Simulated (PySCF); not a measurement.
Some computed properties have been withheld. Give your best values.

C3H11FOSi2.
SMILES with atom numbers: `[CH3:1][CH:2]([CH3:3])[SiH2:4][O:5][SiH2:6][F:7]` (hydrogens: H8, H9, H10 on C1; H11 on C2; H12, H13, H14 on C3; H15, H16 on Si4; H17, H18 on Si6)

Cartesian coordinates in Å at the GFN2-xTB level; atoms count from 1:
```xyz
18
C3H11FOSi2 angstrom
C     -2.3540   -0.5223   -0.3780
C     -0.9776    0.1013   -0.1541
C     -0.8701    0.6457    1.2708
Si     0.4157   -1.1400   -0.5440
O      1.8715   -0.4626   -0.2643
Si     2.9647    0.6682    0.0501
F      2.4350    2.0542   -0.5652
H     -3.1438    0.2037   -0.1880
H     -2.5031   -1.3681    0.2902
H     -2.4564   -0.8784   -1.4005
H     -0.8840    0.9544   -0.8369
H     -0.9717   -0.1575    1.9988
H     -1.6533    1.3790    1.4620
H      0.0928    1.1293    1.4232
H      0.3889   -2.2941    0.3550
H      0.4271   -1.5133   -1.9578
H      4.1666    0.3223   -0.6805
H      3.0431    0.8844    1.4830
```

| property | level | value |
| --- | --- | --- |
| point group of the GFN2-xTB geometry | GFN2-xTB | ? |
| rotational constants A, B, C of the GFN2-xTB geometry | GFN2-xTB | 3.059, 0.927, 0.809 GHz |
| dipole moment | CAM-B3LYP/def2-SVPD | ? |
| HOMO energy | CAM-B3LYP/def2-SVPD | ? |
| LUMO energy | CAM-B3LYP/def2-SVPD | ? |
| lowest singlet excitation | TDDFT CAM-B3LYP/def2-SVPD | ? |
| strongest line among the 8 lowest singlet transitions | TDDFT CAM-B3LYP/def2-SVPD | S6 at 8.52 eV (146 nm, f = 0.076) |
| lowest triplet excitation (Tamm–Dancoff) | TDA CAM-B3LYP/def2-SVPD | ? |
| static isotropic polarisability | CAM-B3LYP/def2-SVPD | ? |
| electronic spatial extent ⟨r²⟩ about the centre of nuclear charge | CAM-B3LYP/def2-SVPD | 1491 bohr² |

Gas-phase values; electronic properties from PySCF, density fitting. One conformer (not necessarily the lowest) at the GFN2-xTB geometry, without solvent, vibrations or thermal averaging.

Question: What is the static isotropic polarisability?

Answer: 87.8 au.

Question: The LUMO energy?

Answer: 1.11 eV.

Question: Give the HOMO energy.

Answer: -9.39 eV.

Question: Give the lowest triplet excitation (Tamm–Dancoff).

Answer: 7.07 eV.

Question: Give the lowest singlet excitation.

Answer: 7.38 eV (168 nm, f = 0.004).

Question: The point group of the GFN2-xTB geometry?

Answer: C1.

Question: The dipole moment?

Answer: 1.14 D.

The vertical singlet–triplet gap S1 − T1 is 0.31 eV (TDDFT singlet less Tamm–Dancoff triplet; S1: HOMO→LUMO, weight 0.42, beside HOMO→LUMO+1, weight 0.41; T1: HOMO→LUMO+1, weight 0.47, beside HOMO→LUMO, weight 0.31). No computed singlet falls in the visible range (750 to 380 nm, 1.65 to 3.26 eV); S1 lies 4.12 eV above its blue end. The rotational constants make it an asymmetric top with κ = (2B − A − C)/(A − C) = -0.90, nearer the prolate limit (−1). The principal polarisabilities are 77.5, 87.8 and 98.1 au; their mean is the isotropic value.
